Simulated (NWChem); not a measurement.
# Correlation energy of In

```xyz
1

In     0.0000     0.0000     0.0000
```
Charge 0, spin multiplicity 2.

Program: NWChem.

Basis set: def2-QZVP. Each correlation energy counts from its own Hartree-Fock reference.

Effective core potentials replace the inner electrons of In; spin-orbit coupling is left out. The correlated methods keep 4 core orbitals frozen. The stability of the SCF solutions was not checked. Open-shell Hartree-Fock references start from PBE0 orbitals. Coupled-cluster values serve here as a point of comparison, not as the truth.

### Question
One of these methods gave a correlation energy of -434.6 mHa. Which?
(A) SCS-UMP2
(B) UMP2
(C) CCSD on ROHF
(D) CCSD[T] on ROHF

### Answer
B, UMP2. The others give -383.1 (SCS-UMP2), -409.7 (CCSD on ROHF), -420.4 (CCSD[T] on ROHF).
